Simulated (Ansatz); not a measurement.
Reactions of `OP[SiH2][SiH3]`.

Isolated molecules relaxed with PBE0-D4/def2-TZVP in Ansatz; ΔE leaves out vibrations. CCSD(T)/CBS is the MP2 limit (def2-TZVPP, def2-QZVPP) plus CCSD(T) − MP2 in def2-TZVPP, frozen cores. This one scheme is used for every species. Functionals use def2-TZVPP. Elements past krypton have def2 core potentials. For Br, Ge, In, Se outer-core shells are correlated without core-valence functions, which leaves a few kJ/mol of doubt a bond. Scalar relativity is left out up to krypton. One conformer a species, not always the lowest.

```
                                                               reaction  PBE-D4 (kJ/mol)  MP2/CBS(def2) (kJ/mol)  HF/CBS(def2) (kJ/mol)  B2PLYP (kJ/mol)  CCSD(T)/CBS(def2) (kJ/mol)
                            `OP[SiH2][SiH3]` + H₂O → `O[SiH2]PO` + SiH₄              -62                     -86                   -109              -91                         -80
      `OP[SiH2][SiH3]` + `C[CH2][AlH2]` → `CC[SiH2]PO` + `[AlH2][SiH3]`               -7                      -7                    -10               -6                          -9
                                   `OP[SiH2][SiH3]` → `O[SiH]([SiH3])P`             -103                    -116                   -111             -110                        -112
`OP[SiH2][SiH3]` + `C[CH2][AlH][Br]` → `[SiH3][AlH][Br]` + `CC[SiH2]PO`               -3                      -2                     -7               -3                          -4
                       `OP[SiH2][SiH3]` + H₂Se → `OP[SiH2][SeH]` + SiH₄              -49                     -71                    -68              -61                         -61
                  `OP[SiH2][SiH3]` + SiH₄ → `OP[SiH3]` + `[SiH3][SiH3]`                6                       7                      0                4                           5
                    `OP[SiH2][SiH3]` + `SBS` → `OPS` + `[SiH3][SiH2]BS`               53                      58                     60               57                          56
                                    `OP[SiH2][SiH3]` → `O[SiH2][SiH2]P`              -98                    -114                   -110             -107                        -109
    `OP[SiH2][SiH3]` + `O[BH][GeH3]` → `OPO` + `[SiH3][SiH2][BH][GeH3]`              117                     116                    114              119                         114
           `OP[SiH2][SiH3]` + `[InH3]` → `O[PH][InH2]` + `[SiH3][SiH3]`              -24                     -31                    -29              -31                         -28
```

Largest T1 diagnostic: 0.016, for `[SiH3][SiH2]BS`.
